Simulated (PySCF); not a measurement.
**How methods differ on the ionisation energy of C²⁺**

C²⁺ [He] 2s2 (1S) → C³⁺ [He] 2s1 (2S), as a difference of total energies. All numbers are calculated (PySCF 2.14, the spin-free X2C one-electron Hamiltonian (Gaussian nucleus), in aug-cc-pCVTZ-DK (7s6p4d2f, 59 functions)). Correlated levels: valence and next inner shell: nothing frozen. The calculations carry no spin-orbit coupling.

```tsv
method	ionisation energy (eV)
UHF	45.800
MP2 (valence and next inner shell)	47.066
SCS-MP2 (valence and next inner shell)	47.298
CCSD (valence and next inner shell)	47.821
CCSD(T) (valence and next inner shell)	47.838
```

How much does correlation contribute at CCSD(T) (valence and next inner shell)?

47.838 − (45.800) = 2.038 eV, measured against UHF.

Errors of the correlated levels include the incompleteness of this basis.

The coupled-cluster amplitudes are large for C²⁺ (T1 above 0.03 or a double amplitude above 0.15), so a single reference is strained.

For comparison: 47.888 eV (measured; NIST Atomic Spectra Database, ionization energies).
